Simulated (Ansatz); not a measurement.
dimethyl telluride (C2H6Te), SMILES C[Te]C.

The structure is a stationary point at B3LYP-D3(BJ)/def2-SVP. The def2 effective core potentials stand for the cores of Te; spin–orbit coupling is left out.

Two levels are set side by side: PBE/def2-SVPD (Ansatz, an electronic-structure program) and PBE0/def2-SVPD (Ansatz). Energy differences of separate SCF runs at the same geometry; the states with an electron removed or added have multiplicity 2 and 2. Differences are taken from unrounded values.

| quantity | PBE0 |
|---|---|
| vertical ionisation energy (eV) | 7.79 |
| vertical singlet–triplet gap (eV) | 3.22 |

Problem. What does PBE give, and how far is it from PBE0? (The exact figures need the calculation; the answer reports its results.)

Solution. 
| quantity | PBE | PBE minus PBE0 |
|---|---|---|
| vertical ionisation energy (eV) | 7.74 | -0.05 |
| vertical singlet–triplet gap (eV) | 3.13 | -0.08 |
